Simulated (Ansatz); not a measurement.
Ansatz results at the PBE0-D4/def2-TZVP geometry: HOMO energy (ωB97M-V/def2-TZVPP) -9.36 eV; HOMO–LUMO gap (B3LYP/def2-TZVPP) 7.13 eV; size of the dipole moment (ωB97M-V/def2-TZVPP) 1.55 D.

(1) Which molecule gave them?
A. `[CH2]1[S][GaH]1`
B. `[SiH3]C1C=N1`
C. `B1OC=CO1`
D. `[CH3][AlH][CH2]Br`

Answers

(1) C. The others give `[CH2]1[S][GaH]1`: -8.80, 4.82, 2.64; `[SiH3]C1C=N1`: -10.27, 6.69, 2.15; `[CH3][AlH][CH2]Br`: -9.46, 5.59, 1.41.

B3LYP here is the variant with VWN-RPA as its local correlation; programs differ in this.
